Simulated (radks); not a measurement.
Results of a calculation; reference values are marked as such.
Q: Excited configurations of the tellurium ion Te2+: one electron is placed in a higher orbital outside [Kr] 4d10 5s2 5p1. The ground configuration is [Kr] 4d10 5s2 5p2. Level of theory: scalar-relativistic Kohn-Sham, LDA (Slater exchange, Perdew-Wang correlation), spin-polarised, spherical densities, finite nucleus; open shells are filled with parallel spins first (spin-orbit coupling, left out, can overturn this in heavy ions); Fermi nuclear charge, rms radius 4.7423 fm (a radial shooting solver on a logarithmic mesh with Libxc functionals). Excitation = E - E(ground); binding = E(ion) - E, where the ion is the core of charge +3; n* = 3/sqrt(2 binding) in atomic units, and the quantum defect is n - n*.

| outer orbital | excitation (eV) | binding (eV) | n* | quantum defect | eigenvalue (eV) | <r> (bohr) |
|---|---|---|---|---|---|---|
| 6s | 12.834 | 14.904 | 2.866 | 3.134 | -12.739 | 4.315 |
| 6p | 15.765 | 11.974 | 3.198 | 2.802 | -10.192 | 5.053 |
| 6d | 19.549 | 8.190 | 3.867 | 2.133 | -6.925 | 6.855 |
| 7p | 20.717 | 7.022 | 4.176 | 2.824 | -6.053 | 8.745 |

Estimate the row for 4f.

A: excitation (eV) 18.341; binding (eV) 9.398; n* 3.610; quantum defect 0.390; eigenvalue (eV) -6.940; <r> (bohr) 4.155. The Delta-SCF ionisation energy is 27.739 eV (NIST Atomic Spectra Database: 27.84 eV, measured). Self-interaction in the functional shifts the binding energies and quantum defects, so they are the method's values and not measured ones. Open shells are spherical and high-spin; term and fine-structure splittings are not resolved. Spin-orbit splitting is averaged out at the scalar-relativistic level.
